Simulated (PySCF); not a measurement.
## Germanium: a sound run and one with changed settings

Sound run: Ge [Ar] 3d10 4s2 4p2, Ge⁺ [Ar] 3d10 4s2 4p1. All numbers are calculated (PySCF 2.14, a scalar-relativistic core potential, in cc-pVTZ-PP with ECP10MDF (5s4p3d1f, 39 functions)). In the sound run the correlated levels freeze 3s2 3p6 3d10 outside the core potential. The sound run starts from symmetry-adapted Hartree-Fock orbitals and uses a fine grid where one is needed.

Changed run: all electrons correlated in a basis built for the valence shell.

```csv
species,method,sound run (hartree),changed run (hartree),converged
Ge,MP2,-293.40296,-293.50103,yes
Ge⁺,MP2,-293.11811,-293.21319,yes
```

Ionisation energy of Ge:

| method | sound run (eV) | changed run (eV) |
| --- | --- | --- |
| UHF | 7.408 | 7.408 |
| MP2 | 7.751 | 7.832 |
| SCS-MP2 | 7.676 | 7.728 |

A valence basis has no tight correlating functions, so it recovers only part of the core correlation, and not evenly between atom and ion.

For comparison, NIST gives 7.899 eV between the lowest levels.
